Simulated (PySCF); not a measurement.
## What settings do to a single point of Pb(NH2)2

The sound run of Pb(NH2)2 (singlet) uses PySCF 2.14.0, RKS B3LYP, Pb def2-SVP with ECP60, N def2-SVP, H def2-SVP; non-relativistic Hamiltonian with scalar-relativistic core potentials where named; density fitting; no spin-orbit coupling, grid (50, 194), threshold 1e-8 Eh and 55 cycles, at the relaxed geometry:

```xyz
7

Pb    0.0672   -1.3757    0.0123
N    -0.2692    0.1059    1.5490
H    -0.1658    1.1093    1.4083
H    -0.1881   -0.1159    2.5393
N     0.2475    0.1060   -1.5507
H     0.1770   -0.1418   -2.5355
H     0.0198    1.0901   -1.4227
```

There Pb1 has a Mulliken charge of 0.54 e and the dipole about the centre of mass is 0.30 D. Each run below changes one thing and starts from free metal ions and neutral atoms unless it says otherwise; with 55 cycles, smearing, a level shift and second-order steps follow where DIIS fails, and their cycles count. Energy shifts count from the sound run.

```json
{"change": "threshold 0.0001", "outcome": "converged", "cycles": "9", "energy shift (eV)": "0.0000", "largest force component (eV/Å)": "0.02", "charge on Pb1 (e)": "0.54", "dipole about the centre of mass (D)": "0.31"}
{"change": "start from the bare core Hamiltonian, limit 79 cycles", "outcome": "converged", "cycles": "13", "energy shift (eV)": "0.0000", "largest force component (eV/Å)": "0.02", "charge on Pb1 (e)": "0.54", "dipole about the centre of mass (D)": "0.30"}
```

(1) One further run converged with energy shift (eV) 0.69, largest force component (eV/Å) 3.62, charge on Pb1 (e) 0.50, dipole about the centre of mass (D) 0.54. Which change was it?
A. all coordinates × 0.94
B. charge changed by -3, spin kept, limit 61 cycles
C. grid (99, 590)

(2) And the other changes listed?

Forces carry noise of the integration grid, about 0.01 to 0.03 eV/Å.

Answers

(1) A.

(2) 
```tsv
change	outcome	cycles	energy shift (eV)	largest force component (eV/Å)	charge on Pb1 (e)	dipole about the centre of mass (D)
grid (99, 590)	converged	11	0.0023	0.02	0.54	0.30
charge changed by -3, spin kept, limit 61 cycles	refused	–	–	–	–	–
```
